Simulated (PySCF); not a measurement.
**Radial density of Ir⁺ (iridium, charge +1)**

UHF, [Xe] 4f14 5d7 6s1, high-spin 5F determinant. Computed with PySCF 2.14 in def2-SVP with the def2 core potential (60 electrons) (6s3p2d1f, 32 functions), with scalar relativity through the core potential. This is the valence pseudo-density: the core potential removes the inner electrons and smooths the orbitals near the nucleus.

```tsv
r (bohr)	4πr²ρ (e/bohr)	4πr²(ρα − ρβ)
0.116	1.974e-05	0.0000
0.195	0.0001650	0.0000
0.328	0.01660	0.0023
0.551	1.916	0.1462
0.927	13.59	1.4978
1.56	7.932	2.1698
2.62	1.616	0.9134
4.41	0.1343	0.1023
7.42	0.001444	0.0014
```

Energies and moments cover only the electrons outside the core potential. Spin-orbit coupling, absent here, splits the open shell strongly.
